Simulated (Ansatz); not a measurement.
Reactions of CH$_{6}$BNOSi (`C[SiH]1NB1O`).

Isolated molecules relaxed with PBE0-D4/def2-TZVP in Ansatz; ΔE leaves out vibrations. CBS: MP2 limit from def2 TZ/QZ plus the TZ coupled-cluster correction, frozen cores. This one scheme is used for every species, atoms too. DFT in def2-TZVPP. B3LYP here is the variant with VWN-RPA as its local correlation; programs differ in this. No spin–orbit coupling; open shells (•) take unrestricted orbitals. Spin–orbit coupling would lower the free atoms: a little for B, C, O, Si. def2 core potentials past Kr. Bonds to Sn are less sure, by a few kJ/mol each and by 10 to 20 or more in all where they break to atoms, as the def2 sets lack core-valence functions. One conformer a species, not always the lowest.

```json
{"reaction": "`C[SiH]1NB1O` + `CCBS` → `CCBSC` + `OB1N[SiH2]1`", "CCSD(T)/CBS(def2) (kJ/mol)": "53"}
{"reaction": "`C[SiH]1NB1O` → `B/N=C(/O)[SiH3]`", "CCSD(T)/CBS(def2) (kJ/mol)": "?"}
{"reaction": "`C[SiH]1NB1O` + `C[NH][SnH2][OH]` → `C[NH][SnH2][O]C` + `OB1N[SiH2]1`", "CCSD(T)/CBS(def2) (kJ/mol)": "?"}
{"reaction": "`C[SiH]1NB1O` + H₂ → `OB1N[SiH2]1` + CH₄", "CCSD(T)/CBS(def2) (kJ/mol)": "-23"}
{"reaction": "`C[SiH]1NB1O` → B• + C• + 6 H• + N• + O• + Si•", "CCSD(T)/CBS(def2) (kJ/mol)": "4210"}
{"reaction": "`C[SiH]1NB1O` → `[CH2]` (triplet) + `OB1N[SiH2]1`", "CCSD(T)/CBS(def2) (kJ/mol)": "480"}
```

Problem. Fill in the missing values. (Estimate.)

Solution. The calculation gave: `C[SiH]1NB1O` → `B/N=C(/O)[SiH3]`: +202.3 kJ/mol; `C[SiH]1NB1O` + `C[NH][SnH2][OH]` → `C[NH][SnH2][O]C` + `OB1N[SiH2]1`: +103.9 kJ/mol.

Largest T1 diagnostic: 0.015, for `B/N=C(/O)[SiH3]`.
